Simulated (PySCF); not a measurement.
**Deuteron quadrupole couplings in `C=C(C)/P=C/OC`**

Species: C₅H₉OP.
Z-matrix (Å and degrees, PBE0-D3(BJ)/def2-SVP geometry), rows numbered from 1:
```
C 
C   1  1.3445
C   2  1.4990  1  121.43
P   2  1.8287  1  115.03  3  -179.99
C   4  1.6925  2  101.52  1  -179.72
O   5  1.3362  4  121.31  2  -179.16
C   6  1.4051  5  116.70  4  -175.12
H   1  1.0950  2  121.34  3    -0.03
H   1  1.0947  2  121.60  3   179.96
H   3  1.0999  2  110.92  1    -0.01
H   3  1.1024  2  111.31  1  -120.33
H   3  1.1025  2  111.34  1   120.20
H   5  1.1003  4  123.71  2     0.41
H   7  1.0973  6  107.22  5  -177.29
H   7  1.1043  6  111.39  5   -58.25
H   7  1.1040  6  111.34  5    63.69
```

Level: PBE0/pcSseg-1 (PySCF, non-relativistic); Q(2H) = 0.00286 b; rigid geometry, the same for H and D, with no vibrational averaging.

**Question.** Rank these positions by the coupling χzz of a deuteron there, largest first.
A. H10 (methyl hydrogen)
B. H16 (methyl hydrogen)
C. H13 (hydrogen on carbon)
D. H9 (vinylic hydrogen)

**Answer.** D (203 kHz), A (196 kHz), C (191 kHz), B (185 kHz).

**Question.** What are Vzz, η and χzz (234.96 MHz × Q × Vzz) at all hydrogens?

**Answer.** 
```tsv
atom	bonded to	bond length (Å)	Vzz (au)	η	χzz (kHz)
H8	C1	1.095	0.3043	0.07	204
H9	C1	1.095	0.3016	0.07	203
H10	C3	1.100	0.2924	0.04	196
H11	C3	1.102	0.2880	0.02	194
H12	C3	1.102	0.2880	0.02	194
H13	C5	1.100	0.2850	0.13	191
H14	C7	1.097	0.2880	0.08	194
H15	C7	1.104	0.2748	0.09	185
H16	C7	1.104	0.2752	0.09	185
```

**Question.** How does χzz go with the bond length over the 9 C–H bonds?

**Answer.** A straight-line fit has a slope of -16.5 kHz for each 0.01 Å, with a correlation coefficient of -0.89, over lengths from 1.095 to 1.104 Å. The longer bonds have the smaller couplings here.

**Question.** Give the 2H NMR doublet splittings at H8 for a magnetic field along the z, y and x axes of the gradient: 3χ/2, 3χ(1 + η)/4, 3χ(1 − η)/4.

**Answer.** With |χ| = 204.5 kHz and η = 0.066: 307, 163 and 143 kHz, to first order and without motion.

The structure is a single PBE0-D3(BJ)/def2-SVP conformer in the gas phase; no vibrational or solvent corrections. With a basis this small, the couplings can be 20 % off.
